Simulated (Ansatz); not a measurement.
Basis-set extrapolation for CH$_{7}$BO$_{2}$SSi, SMILES `COB(S)O[SiH3]` (PBE0-D4/def2-TZVP geometry, frozen core, the Gaussian-basis code of Ansatz). Multiplicity 1, RHF reference.

```csv
,def2-TZVPP,def2-QZVPP
HF,-903.105610,-903.136651
MP2 correlation,-1.038264,-1.118898
CCSD(T) correlation,-1.136018,not run
```

Energies in hartree. Use E(X) = E(∞) + A·exp(−7.88·√X) for Hartree–Fock and E(X) = E(∞) + B·X^(−2.97) for correlation, with X = 3 and 4, and add CCSD(T) minus MP2 of the smaller set to the MP2 limit.

Task: What is the CCSD(T) energy at the basis-set limit?

Result: HF limit: -903.136651 + (-0.031041) × 0.13774 = -903.14093. MP2 limit: -1.118898 + (-0.080634) × 0.74074 = -1.17863. Higher-order term: -1.136018 − (-1.038264) = -0.09775. Total: -904.41731 hartree, 4.78 eV below CCSD(T)/def2-TZVPP.
